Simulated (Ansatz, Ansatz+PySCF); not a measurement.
```yaml
atoms:
  - { symbol: C, position_ang: [-0.0174, 0.0168, -0.6425] }
  - { symbol: O, position_ang: [-0.0400, -0.0384, 0.7607] }
  - { symbol: H, position_ang: [-0.0123, -1.0215, -1.0222] }
  - { symbol: H, position_ang: [-0.8763, 0.4428, -1.0348] }
  - { symbol: H, position_ang: [0.9009, 0.4674, -1.1247] }
  - { symbol: H, position_ang: [-0.0135, 0.8745, 1.1048] }
```

Basis set: def2-SVP (spherical functions). Left uncorrelated: 2 orbitals. Charge 0, multiplicity 1.

Computed with Ansatz (development build ahead of 0.2.0); each method stands on the lowest determinant of its kind that the runs found. Restricted open shells among the atoms or ions are ROHF, correlated in semicanonical orbitals with singles. Restricted functionals stand beside restricted open-shell atoms, which can lie above the unrestricted atoms usual in DFT and then raise those values.

**Question.** Give the atomization energy at this shape (free ground-state atoms in the same class of orbitals less the molecule, no zero-point energy) of singlet CH₄O by ωB97X (restricted), ωB97X (unrestricted), r²SCAN (restricted), r²SCAN (unrestricted), PBE0 (restricted), PBE0 (unrestricted), PBE (unrestricted), PBE (restricted), RHF-CCSD(T), RHF-MP2, RHF, UHF.

**Answer.**

| method | atomization energy |
| --- | --- |
| ωB97X (restricted) | 22.10 eV |
| ωB97X (unrestricted) | 21.96 eV |
| r²SCAN (restricted) | 22.17 eV |
| r²SCAN (unrestricted) | 22.00 eV |
| PBE0 (restricted) | 22.06 eV |
| PBE0 (unrestricted) | 21.96 eV |
| PBE (unrestricted) | 22.37 eV |
| PBE (restricted) | 22.46 eV |
| RHF-CCSD(T) | 20.92 eV |
| RHF-MP2 | 21.03 eV |
| RHF | 16.19 eV |
| UHF | 15.95 eV |
